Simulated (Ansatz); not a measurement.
System: trifluoro(trifluoromethyl)silane, CF6Si (charge 0, singlet). SMILES: C(F)(F)([Si](F)(F)F)F
Geometry from a B3LYP-D3(BJ)/def2-TZVP (Ansatz, a program for electronic structure) optimisation:
```
Si
F 1 1.5705
F 1 1.5705 2 109.74
F 1 1.5705 2 109.74 3 120.67
C 1 1.9135 2 109.20 4 119.66
F 5 1.3492 1 111.34 2 -180.00
F 5 1.3492 6 107.54 1 122.22
F 5 1.3492 6 107.54 7 115.55
```
Charge 0, spin multiplicity 1.

Wanted: atomisation energy (electronic, to ground-state atoms), in kJ/mol. Valence correlation only, unless marked. UHF or UKS for open shells. No spin-orbit coupling. Non-relativistic. The coupled-cluster limit lacks core correlation, which all-electron functionals hold. Basis-set limits of correlation are two-point, X^-3; Hartree-Fock from the larger set.

```tsv
level	program	atomisation energy (kJ/mol)
HF/aug-cc-pV(Q+d)Z	Ansatz	2477.3
HF/cc-pV(Q+d)Z	Ansatz	2476.2
```

**Question.** What does CCSD(T)/CBS(cc-pV(T+d)Z,cc-pV(Q+d)Z) (Ansatz) give?

**Answer.** 3538.3 kJ/mol, so HF/cc-pV(Q+d)Z differs from it by -1062.1 kJ/mol.
